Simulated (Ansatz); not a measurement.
Input and output for CH4Cl3GeN, SMILES `C[NH][Ge]([Cl])([Cl])[Cl]`.

```yaml
crystal:
  periodic: [false, false, false]
  atoms:
    - {symbol: C, position_ang: [0.428613, -1.220501, 0.719460]}
    - {symbol: N, position_ang: [0.779373, -0.019454, -0.021788]}
    - {symbol: Ge, position_ang: [-0.508893, 1.124097, -0.541082]}
    - {symbol: Cl, position_ang: [-2.080779, 0.236410, -1.695389]}
    - {symbol: Cl, position_ang: [0.399266, 2.643981, -1.713834]}
    - {symbol: Cl, position_ang: [-1.433349, 1.957239, 1.182466]}
    - {symbol: H, position_ang: [1.330926, -1.648543, 1.161614]}
    - {symbol: H, position_ang: [-0.062003, -1.990221, 0.112618]}
    - {symbol: H, position_ang: [-0.240427, -0.958099, 1.541435]}
    - {symbol: H, position_ang: [1.470173, -0.176109, -0.742700]}
basis:
  gaussian: {orbitals: STO-3G}
hamiltonian: {xc: {name: B97M-V}}
accuracy: high
scf: {lower_state_search: off}
output: {forces: true}
```

```sh
$ ansatz run in.yaml --threads 4 --pin off --events-out ev --progress --plain --max-ram 11315MiB
```

It prints (some lines left out):

```
Functional definition: B97M-V
1164 factors; integrals over basis functions are off by at most 8.3e-9 eV
mean field evaluation 1: about -95493.4156 eV, gradient 1.7e2 eV
mean field evaluation 2: about -95524.1156 eV, gradient 9.5e1 eV
mean field evaluation 4: about -95581.4482 eV, gradient 8.3e0 eV
mean field evaluation 8: about -95581.6481 eV, gradient 2.4e-1 eV
mean field evaluation 16: about -95581.6483 eV, gradient 6.0e-6 eV
mean field -95581.64834296 eV, -3512.5607890357 hartree, gradient 8.1e-8 eV, S^2 0.000000; 0 other end points of the search recorded, 0 dependent functions left out
reference -95581.64834664 eV, -3512.5607891709 hartree; 50, 50 occupied and 9, 9 virtual orbitals, 1164 factors
Total energy: -95581.64834664 eV, -3512.5607891709 hartree
Atom 0 at     0.428613    -1.220501     0.719460 Å, force    -0.056780    -0.666368     0.450925 eV/Å
Atom 1 at     0.779373    -0.019454    -0.021788 Å, force    -2.456592     3.116685    -0.302331 eV/Å
Atom 2 at    -0.508893     1.124097    -0.541082 Å, force     1.828418    -1.609897     0.781081 eV/Å
Atom 3 at    -2.080779     0.236410    -1.695389 Å, force    -0.304665    -0.093544    -0.194817 eV/Å
Atom 4 at     0.399266     2.643981    -1.713834 Å, force     0.106622     0.140645    -0.108167 eV/Å
Atom 5 at    -1.433349     1.957239     1.182466 Å, force    -0.097003     0.066139     0.195269 eV/Å
Atom 6 at     1.330926    -1.648543     1.161614 Å, force     0.268833    -0.205339     0.071704 eV/Å
Atom 7 at    -0.062003    -1.990221     0.112618 Å, force    -0.161265    -0.350297    -0.170480 eV/Å
Atom 8 at    -0.240427    -0.958099     1.541435 Å, force    -0.225563     0.110503     0.182312 eV/Å
Atom 9 at     1.470173    -0.176109    -0.742700 Å, force     1.097994    -0.508528    -0.905496 eV/Å
Dipole moment:     0.426720    -0.534541     0.070449 e Å
Checks for a lower state left out: stability, starts, cluster_reference, orbital_swaps, neighbouring_geometries, increment
```

Hardware: 4 threads of an Intel Xeon on a shared host. Wall time 30 s, peak host memory 0.33 GiB.
